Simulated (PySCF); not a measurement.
A structure optimised at r2SCAN-D4/def2-SVP, used in a PySCF frequency run:

```xyz
9

Mo    -0.0626    -0.2566     0.0000
N     -0.9018    -0.7353    -1.4400
H     -1.6819    -1.1130    -1.9781
N     -0.9018    -0.7353     1.4400
H     -1.6819    -1.1130     1.9781
Cl     0.1826     2.0461     0.0000
N      1.6296    -1.1891     0.0000
H      2.0538    -1.5799     0.8388
H      2.0538    -1.5799    -0.8388
```

### Question
Write its SMILES, formula and point group.

### Answer
[NH]=[Mo](=[NH])([NH2])[Cl], ClH₄MoN₃, Cs

### Question
What are its rotational constants (standard atomic weights)?

### Answer
3.5334, 1.9103, 1.8526 GHz
